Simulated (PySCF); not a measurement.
C₈H₇F₃.
SMILES: `CC=C=C=C=C(C)C(F)(F)F`

The calculation used PBE0-D3(BJ)/def2-SVP geometry optimisation, gas phase in PySCF.

Masses are those of the commonest isotopes; rigid-rotor values at the optimised geometry. 

(1) Give the principal moments of inertia and the rotational constants in GHz.

(2) What kind of rotor is it?

(3) What does the inertial defect say?

(4) Give the other two planar moments, Paa and Pbb, and the rms extents of the mass along the axes.

(5) List the rotational levels J(Ka,Kc) to J = 3 (K).

(6) Which types of transition are allowed, and where do some lines up to J = 3 fall?

(7) Estimate the classical rotational partition function at 200 K, 298.15 K and 500 K.

Results:

(1) Ia = 202.89, Ib = 1230.64, Ic = 1310.48 u·Å²; 505379 MHz·u·Å²/I gives 2491, 410.7 and 385.6 MHz, that is A = 2.4909, B = 0.4107, C = 0.3856 GHz.

(2) A near-prolate asymmetric top; Ray's κ = -0.976.

(3) Not planar: Δ = Ic − Ia − Ib = -123.05 u·Å². For a rigid frame Δ = −2 Σ m c², so Σ m c² = 61.52 u·Å² lies off the ab plane: 7.33 from hydrogen and 54.19 from heavier atoms. The atom farthest from that plane is 1.63 Å away.

(4) Paa = Σ m a² = (Ib + Ic − Ia)/2 = 1169.11 and Pbb = Σ m b² = (Ia + Ic − Ib)/2 = 141.36 u·Å². With the mass M = 160.05 u, the rms extents √(P/M) along a, b and c are 2.70, 0.94, 0.62 Å.

(5) Above 0(0,0), as E/k:
J = 1: 1(0,1) 0.038, 1(1,1) 0.138, 1(1,0) 0.139
J = 2: 2(0,2) 0.115, 2(1,2) 0.213, 2(1,1) 0.217, 2(2,1) 0.516, 2(2,0) 0.516
J = 3: 3(0,3) 0.229, 3(1,3) 0.326, 3(1,2) 0.333, 3(2,2) 0.631, 3(2,1) 0.631, 3(3,1) 1.133, 3(3,0) 1.133

(6) The dipole components are |μa| = 2.87 D, |μb| = 1.46 D, |μc| = 0.16 D. Intensities carry the squares of the components, which stand as 1.00 : 0.26 : 0.00 (a : b : c). Some lines, for components of 0.1 D or more:

| type | branch | J(Ka,Kc) | MHz | lower level (cm⁻¹) |
| --- | --- | --- | --- | --- |
| a | R | 2(1,1) ← 1(1,0) | 1618 | 0.097 |
| c | Q | 2(1,2) ← 2(0,2) | 2055 | 0.080 |
| b | Q | 3(1,2) ← 3(0,3) | 2169 | 0.159 |
| a | R | 3(2,2) ← 2(2,1) | 2389 | 0.359 |
| c | R | 1(1,0) ← 0(0,0) | 2902 | 0.000 |
| b | R | 2(1,2) ← 1(0,1) | 3648 | 0.027 |
| c | R | 2(1,1) ← 1(0,1) | 3723 | 0.027 |
| b | R | 3(1,3) ← 2(0,2) | 4407 | 0.080 |
| c | R | 3(1,2) ← 2(0,2) | 4557 | 0.080 |
| c | Q | 2(2,1) ← 2(1,1) | 6241 | 0.151 |
| b | Q | 2(2,0) ← 2(1,1) | 6241 | 0.151 |
| b | Q | 2(2,1) ← 2(1,2) | 6316 | 0.148 |
| b | Q | 3(2,2) ← 3(1,3) | 6354 | 0.227 |
| c | R | 2(2,0) ← 1(1,0) | 7859 | 0.097 |
| c | R | 2(2,1) ← 1(1,1) | 7883 | 0.096 |
| c | Q | 3(3,1) ← 3(2,1) | 10463 | 0.439 |
| b | Q | 3(3,1) ← 3(2,2) | 10464 | 0.439 |
| c | R | 3(3,0) ← 2(2,0) | 12853 | 0.359 |
| b | R | 3(3,0) ← 2(2,1) | 12853 | 0.359 |

(7) Point group C1, symmetry number σ = 1; q = (√π/σ)·√((kT/h)³/(ABC)), k/h = 20836.6 MHz/K: 759000 at 200 K, 1380000 at 298.15 K, 3000000 at 500 K.

Stationary, but not proved a minimum. No vibrational averaging or centrifugal distortion is included, and the geometry carries the error of its method. A rigid rotor knows nothing of internal rotation, which can split or shift real lines.

Shape of the structure used: `[CH3:1][CH:2]=[C:3]=[C:4]=[C:5]=[C:6]([CH3:7])[C:8]([F:9])([F:10])[F:11]`: C5–C6–C8–F9 119°.
